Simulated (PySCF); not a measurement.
C2H2BCl, SMILES C#CBCl. Atoms are numbered in the order given.

```xyz
6

B     -0.7751    -0.0679     0.0000
C     -0.1643     1.3153     0.0000
C      0.3051     2.4406     0.0000
H      0.7231     3.4311     0.0000
Cl     0.2513    -1.4935     0.0000
H     -1.9641    -0.2370     0.0000
```
Charge 0, spin multiplicity 1.

The structure is a stationary point at B3LYP-D3(BJ)/def2-SVP.

The numbers are results of TDA-B3LYP/def2-SVPD in PySCF 2.14.0, not measurements.

Vertical excitations.  State labels are in the subgroup Cs.

Computed excitation energies, oscillator strengths and character:
```json
[
 {"state": "S1", "symmetry": "A\"", "energy (eV)": "4.24", "λ (nm)": "292", "f": "0.000", "main pairs": "HOMO→LUMO 99 %"},
 {"state": "S2", "symmetry": "A\"", "energy (eV)": "4.83", "λ (nm)": "257", "f": "0.001", "main pairs": "HOMO−2→LUMO 100 %"},
 {"state": "S3", "symmetry": "A'", "energy (eV)": "5.42", "λ (nm)": "229", "f": "0.118", "main pairs": "HOMO−1→LUMO 77 %, HOMO→LUMO+1 20 %"},
 {"state": "S4", "symmetry": "A\"", "energy (eV)": "6.78", "λ (nm)": "183", "f": "0.000", "main pairs": "HOMO−1→LUMO+1 93 %"},
 {"state": "S5", "symmetry": "A'", "energy (eV)": "6.87", "λ (nm)": "181", "f": "0.105", "main pairs": "HOMO−3→LUMO 89 %"},
 {"state": "S6", "symmetry": "A\"", "energy (eV)": "7.41", "λ (nm)": "167", "f": "0.002", "main pairs": "HOMO−4→LUMO 97 %"},
 {"state": "S7", "symmetry": "A'", "energy (eV)": "7.44", "λ (nm)": "167", "f": "0.003", "main pairs": "HOMO−2→LUMO+1 97 %"},
 {"state": "S8", "symmetry": "A'", "energy (eV)": "7.82", "λ (nm)": "159", "f": "0.146", "main pairs": "HOMO→LUMO+2 74 %, HOMO→LUMO+1 19 %"},
 {"state": "S9", "symmetry": "A\"", "energy (eV)": "8.13", "λ (nm)": "152", "f": "0.012", "main pairs": "HOMO−5→LUMO 90 %"},
 {"state": "S10", "symmetry": "A'", "energy (eV)": "8.14", "λ (nm)": "152", "f": "0.396", "main pairs": "HOMO→LUMO+1 28 %, HOMO−1→LUMO+5 24 %, HOMO→LUMO+2 16 %, HOMO→LUMO+3 9 %"},
 {"state": "T1", "symmetry": "A\"", "energy (eV)": "3.93", "λ (nm)": "316", "f": "0", "main pairs": "HOMO→LUMO 97 %"},
 {"state": "T2", "symmetry": "A'", "energy (eV)": "3.95", "λ (nm)": "314", "f": "0", "main pairs": "HOMO−1→LUMO 93 %"},
 {"state": "T3", "symmetry": "A\"", "energy (eV)": "4.56", "λ (nm)": "272", "f": "0", "main pairs": "HOMO−2→LUMO 98 %"},
 {"state": "T4", "symmetry": "A'", "energy (eV)": "5.38", "λ (nm)": "230", "f": "0", "main pairs": "HOMO→LUMO+1 85 %"}
]
```
Triplets are in the Tamm–Dancoff approximation.
